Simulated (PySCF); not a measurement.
Cl2Se (SMILES Cl[Se]Cl), singlet, at a GFN2-xTB geometry; M062X/pcseg-1 in PySCF.

Input for PySCF:
```python
from pyscf import gto, scf, dft

mol = gto.M(
    atom='''
Se    0.001365    0.001249    0.686465
Cl    1.041334    1.259457   -0.690832
Cl   -1.044063   -1.261955   -0.682097
''',
    basis='pcseg-1',
    charge=0,
    spin=0,
    verbose=4,
)

mf = dft.RKS(mol)
mf.xc = 'm062x'
mf.kernel()
mf.analyze()
```

Question: Predict the main parts of the log of this PySCF run.

Answer: 
```
PySCF version 2.14.0

[INPUT] verbose = 4
[INPUT] num. atoms = 3
[INPUT] num. electrons = 68
[INPUT] charge = 0
[INPUT] spin (= nelec alpha-beta = 2S) = 0
[INPUT] symmetry False subgroup None
[INPUT] Mole.unit = angstrom
[INPUT] Symbol           X                Y                Z      unit          X                Y                Z       unit  Magmom
[INPUT]  1 Se     0.001365000000   0.001249000000   0.686465000000 AA    0.002579476160   0.002360267930   1.297230844100 Bohr   0.0
[INPUT]  2 Cl     1.041334000000   1.259457000000  -0.690832000000 AA    1.967836064198   2.380028795666  -1.305483278086 Bohr   0.0
[INPUT]  3 Cl    -1.044063000000  -1.261955000000  -0.682097000000 AA   -1.972993126792  -2.384749331526  -1.288976520387 Bohr   0.0

nuclear repulsion = 333.157646555754
number of shells = 9
number of NR pGTOs = 170
number of NR cGTOs = 63
basis = pcseg-1
ecp = {}

******** <class 'pyscf.dft.rks.RKS'> ********
method = RKS
initial guess = minao
damping factor = 0
level_shift factor = 0
DIIS = <class 'pyscf.scf.diis.CDIIS'>
diis_start_cycle = 1
diis_space = 8
diis_damp = 0
SCF conv_tol = 1e-09
SCF conv_tol_grad = None
SCF max_cycles = 50
direct_scf = True
direct_scf_tol = 1e-13
XC library pyscf.dft.libxc version 7.1.2
    S. Lehtola, C. Steigemann, M. J. T. Oliveira, and M. A. L. Marques,  SoftwareX 7, 1–5 (2018)
XC functionals = m062x
    Y. Zhao and D. G. Truhlar,  Theor. Chem. Acc. 120, 215 (2008)
    Y. Zhao and D. G. Truhlar,  Theor. Chem. Acc. 120, 215 (2008)
radial grids:
    Treutler-Ahlrichs [JCP 102, 346 (1995); DOI:10.1063/1.469408] (M4) radial grids

becke partition: Becke, JCP 88, 2547 (1988); DOI:10.1063/1.454033
pruning grids: <function nwchem_prune>
grids dens level: 3
symmetrized grids: False
atomic radii adjust function: <function treutler_atomic_radii_adjust>
small_rho_cutoff = 0
Set gradient conv threshold to 3.16228e-05
Initial guess from minao.
tot grids = 58184
init E= -3320.97229724952
  HOMO = -0.241957187701386  LUMO = -0.105978327012155  gap/eV = 3.70017
cycle= 1 E= -3321.60463268118  delta_E= -0.632  |g|= 0.301  |ddm|= 2.42
  HOMO = -0.336132455350542  LUMO = -0.0925308927439734  gap/eV = 6.62874
cycle= 2 E= -3321.60511725696  delta_E= -0.000485  |g|= 0.311  |ddm|= 0.833
  HOMO = -0.308546742822811  LUMO = -0.0648023763716148  gap/eV = 6.63262
cycle= 3 E= -3321.63461385717  delta_E= -0.0295  |g|= 0.0187  |ddm|= 0.435
  HOMO = -0.305969794675203  LUMO = -0.0587947618213651  gap/eV = 6.72598
cycle= 4 E= -3321.63474134936  delta_E= -0.000127  |g|= 0.00959  |ddm|= 0.0502
  HOMO = -0.306787979962961  LUMO = -0.0597853208881134  gap/eV = 6.72128
cycle= 5 E= -3321.63477435607  delta_E= -3.3e-05  |g|= 0.00101  |ddm|= 0.014
  HOMO = -0.306890564678602  LUMO = -0.0598793283734644  gap/eV = 6.72152
cycle= 6 E= -3321.63477556552  delta_E= -1.21e-06  |g|= 0.000288  |ddm|= 0.00455
  HOMO = -0.306847323376412  LUMO = -0.059843782604303  gap/eV = 6.72131
cycle= 7 E= -3321.63477563941  delta_E= -7.39e-08  |g|= 7.42e-05  |ddm|= 0.00114
  HOMO = -0.306841963083321  LUMO = -0.0598429837704182  gap/eV = 6.72118
cycle= 8 E= -3321.6347756441  delta_E= -4.69e-09  |g|= 1.72e-05  |ddm|= 0.000291
  HOMO = -0.306840760871114  LUMO = -0.0598425675874206  gap/eV = 6.72116
cycle= 9 E= -3321.63477564424  delta_E= -1.41e-10  |g|= 2.89e-06  |ddm|= 3.33e-05
  HOMO = -0.306840913853367  LUMO = -0.0598426448403417  gap/eV = 6.72117
Extra cycle  E= -3321.63477564422  delta_E= 1.36e-11  |g|= 1.45e-06  |ddm|= 9.18e-06
converged SCF energy = -3321.63477564422
**** SCF Summaries ****
Total Energy =                       -3321.634775644223282
Nuclear Repulsion Energy =             333.157646555754241
One-electron Energy =                -5277.012658801639191
Two-electron Energy =                 1622.220236601661554
Two-electron Coulomb Energy =         1765.920572865317126
DFT Exchange-Correlation Energy =     -143.700336263655515
HOMO-LUMO gap [eV] =                     6.721165244385240
**** MO energy ****
MO #1   energy= -456.316105697096  occ= 2
MO #2   energy= -102.666800783588  occ= 2
MO #3   energy= -102.666796798724  occ= 2
MO #4   energy= -58.9406953380904  occ= 2
MO #5   energy= -53.0328861190819  occ= 2
MO #6   energy= -53.0320801738827  occ= 2
MO #7   energy= -53.0287611189331  occ= 2
MO #8   energy= -9.8320890214027   occ= 2
MO #9   energy= -9.83208399213773  occ= 2
MO #10  energy= -8.21592295783004  occ= 2
MO #11  energy= -7.56195094823735  occ= 2
MO #12  energy= -7.56195067153301  occ= 2
MO #13  energy= -7.55488515734093  occ= 2
MO #14  energy= -7.55488464393093  occ= 2
MO #15  energy= -7.55387056776913  occ= 2
MO #16  energy= -7.55387040177791  occ= 2
MO #17  energy= -6.18327933126689  occ= 2
MO #18  energy= -6.1792747560928   occ= 2
MO #19  energy= -6.16457058922222  occ= 2
MO #20  energy= -2.45827934214519  occ= 2
MO #21  energy= -2.45709440583625  occ= 2
MO #22  energy= -2.44293586214516  occ= 2
MO #23  energy= -2.43950714802809  occ= 2
MO #24  energy= -2.43672791469339  occ= 2
MO #25  energy= -1.00009048095301  occ= 2
MO #26  energy= -0.940441875398392 occ= 2
MO #27  energy= -0.754190882496976 occ= 2
MO #28  energy= -0.521693824826369 occ= 2
MO #29  energy= -0.490480566794699 occ= 2
MO #30  energy= -0.466911587574965 occ= 2
MO #31  energy= -0.419544149666341 occ= 2
MO #32  energy= -0.41215115920033  occ= 2
MO #33  energy= -0.404828762405188 occ= 2
MO #34  energy= -0.306840913853367 occ= 2
MO #35  energy= -0.0598426448403417 occ= 0
MO #36  energy= -0.0557665593354644 occ= 0
MO #37  energy= 0.300856454725292  occ= 0
MO #38  energy= 0.313380954602034  occ= 0
MO #39  energy= 0.339365953552347  occ= 0
MO #40  energy= 0.351777430918652  occ= 0
MO #41  energy= 0.352370254243023  occ= 0
MO #42  energy= 0.363474404597482  occ= 0
 ** Mulliken pop on meta-lowdin orthogonal AOs  **
 ** Mulliken pop  **
 ** Mulliken atomic charges  **
charge of    0Se =      0.34163
charge of    1Cl =     -0.17082
charge of    2Cl =     -0.17081
Dipole moment(X, Y, Z, Debye):  0.00214,  0.00196,  1.08409
```
